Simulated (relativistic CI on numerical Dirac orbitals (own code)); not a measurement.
# As V: sensitivity of the levels to the model

Base calculation: Dirac-Coulomb-Breit CI, separate exchange-only KLI orbitals for each configuration, model QED, valence Slater integrals scaled by 0.85, P86 correlation energy added to each configuration.

CI space (outside the closed core [Ar]): 3d¹⁰4s, 3d¹⁰4p, 3d¹⁰4d, 3d¹⁰4f, 3d¹⁰5s, 3d¹⁰5p, 3d⁹4s², 3d¹⁰5d, 3d¹⁰6s, 3d¹⁰6p, 3d¹⁰5f, 3d⁹4p², 3d¹⁰5g, 3d¹⁰6d, 3d⁸4s4p², 3d¹⁰7s. Levels of other configurations are missing.

Variants: (1) valence Slater integrals scaled by 0.75; (2) no correlation estimate; (3) Breit term removed; (4) one mean potential for all configurations. Shifts of the energy above 3d¹⁰4s ²S1/2, in cm⁻¹, for the lowest level and the first level of each name with at least 55 % of one term (blank where a level changes its place among those of its configuration and J or its character, or is not in the variant):

```csv
Level,Base,Δ(1),Δ(2),Δ(3),Δ(4),Measured
3d¹⁰4s ²S1/2,0,0,0,0,0,0
3d¹⁰4p ²P°1/2,96605,-125,-839,-56,+35,
3d¹⁰4p ²P°3/2,100499,-125,-839,+32,+30,
3d¹⁰4d ²D3/2,232655,-83,-1293,+136,+725,236897
3d¹⁰4d ²D5/2,233074,-82,-1293,+159,+730,237342
3d¹⁰5s ²S1/2,258700,-124,-1053,+103,+1106,263596
3d¹⁰5p ²P°1/2,293096,-125,-1452,+74,+1225,
3d¹⁰5p ²P°3/2,294467,-125,-1452,+107,+1239,
3d⁹4s² ²D5/2,303403,+1241,-4703,-322,+25358,
3d⁹4s² ²D3/2,308942,+1224,-4703,+10,+25772,
3d¹⁰4f ²F°7/2,329099,-125,-4823,+160,+1733,
3d¹⁰4f ²F°5/2,329113,-125,-4823,+159,+1732,
3d¹⁰5d ²D3/2,346843,-114,-2259,+147,+1325,
3d¹⁰5d ²D5/2,347023,-114,-2258,+159,+1318,
```

At this charge configurations can still be misplaced by up to about 7 % of their energy. 3 of the 3 excited levels that our extract of the measured tables holds in this range could be paired (the sources list more); they are missed by 4469 cm⁻¹ on average and 4896 at most, and levels without a partner can miss by more.

Measured levels: Moore, Atomic Energy Levels, vol. II, NSRDS-NBS 35 (1971 reprint of NBS Circular 467, 1952).

Ionisation energy from the two ground configurations alone: base 62.15 eV; no correlation estimate 61.57 eV; Breit term removed 62.17 eV. The NIST ASD value (measured) is 62.77 eV.
